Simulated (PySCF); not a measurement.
Compound: C₅H₉FO₂Si.
Z-matrix (Å and degrees, GFN2-xTB geometry), rows numbered from 1:
```
C 
C   1  1.3080
C   2  1.4694  1  148.79
O   3  1.3908  2  119.62  1    74.13
C   4  1.4113  3  112.78  2   151.55
C   2  1.4711  1  148.58  3  -174.97
O   6  1.3828  2  122.74  3  -109.38
Si  7  1.6079  6  133.08  2    21.79
F   8  1.6137  7  110.18  6    63.20
H   1  1.0779  2  121.53  3    -4.50
H   1  1.0782  2  121.43  3   176.15
H   3  1.0911  2  117.28  6   105.43
H   5  1.0879  4  106.32  3   179.89
H   5  1.0962  4  111.01  3    60.75
H   5  1.0955  4  111.36  3   -60.65
H   6  1.0863  2  117.47  3   106.50
H   8  1.4439  7  100.56  6   176.72
H   8  1.4524  7  114.99  6   -52.50
```

NICS is the negative of the GIAO shielding at a point without a nucleus: at the ring centre (0) and 1 Å above and below it (1); zz is the component along the ring normal. Level: GIAO PBE0/pcSseg-1 (PySCF, non-relativistic, gas phase) on the GFN2-xTB geometry, one conformer.

Ring bond lengths (Å), with Mayer bond orders in brackets: C2–C3 1.469 (0.88), C3–C6 1.527 (0.93), C6–C2 1.471 (0.89).

**Question.** What do the NICS probes read (ppm)?

**Answer.** 
```json
{"ring": "C2–C3–C6", "type": "3-membered carbocycle; formal bonds all single", "NICS(0)": "-23.8", "NICS(1), two faces": "-7.3 / -7.5", "NICS(1)zz, two faces": "-15.0 / -17.1", "rms pucker (Å)": "0.00", "centre to ring atoms, mean (Å)": "0.86"}
```

**Question.** What can be read from them?

**Answer.** 
- C2–C3–C6: mean NICS(1)zz -16.1 ppm, shielded. C3, C6 have four or more neighbours; no verdict on aromaticity is drawn. NICS(0) lies 16 ppm below the mean NICS(1).

**Question.** At the first NICS(1) probe listed for ring C2–C3–C6, 1 Å off the ring, what do the in-plane components average?

**Answer.** The isotropic value is a third of the trace: (3 × -7.3 − (-15.0))/2 = -3.4 ppm.
